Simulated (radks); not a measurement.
Pd3+, configuration [Kr] 4d7.

Calculated with a radial shooting solver on a logarithmic mesh with Libxc functionals: scalar-relativistic Kohn-Sham, PBE, spin-polarised, spherical densities, point nucleus; open shells are filled with parallel spins first (spin-orbit coupling, left out, can overturn this in heavy ions).

Energy parts (eV):
part                       energy
total                 -137243.216
kinetic                142362.341
electron-nucleus      -329895.704
Hartree                 54171.271
exchange-correlation    -3881.123

Orbitals (lengths in bohr, moments of r in powers of bohr; r(90%) holds 90 % of the orbital's charge):
orbital  occ.  eigenvalue (eV)  r(90%)
1s down     1        -24207.86  0.0571
1s up       1        -24207.86  0.0571
2s up       1        -3570.373   0.214
2s down     1        -3569.802   0.214
2p up       3        -3205.220   0.196
2p down     3        -3204.788   0.196
3s up       1        -677.8220   0.559
3s down     1        -677.5405   0.559
3p up       3        -557.8482   0.570
3p down     3        -557.5247   0.570
3d up       5        -367.4211   0.567
3d down     5        -366.9089   0.566
4s up       1        -127.1003    1.36
4s down     1        -124.7270    1.36
4p up       3         -92.5082    1.51
4p down     3         -90.0411    1.51
4d up       5         -42.6896    2.01
4d down     2         -40.2690    2.04

The highest occupied level is 4d down at -40.269 eV. For comparison, the ionisation energy in NIST's Atomic Spectra Database is 46 eV (theoretical). In exact Kohn-Sham theory the highest level is minus the ionisation energy, but local and semilocal functionals leave it too shallow, through self-interaction and a potential that decays too fast; potentials with the right tail come closer. Spin moment in Bohr magnetons: 3. Summed over all electrons, <r^2> = 26.22 bohr^2, which gives a Langevin (diamagnetic) susceptibility term of -20.8 x 10^-6 cm^3/mol.
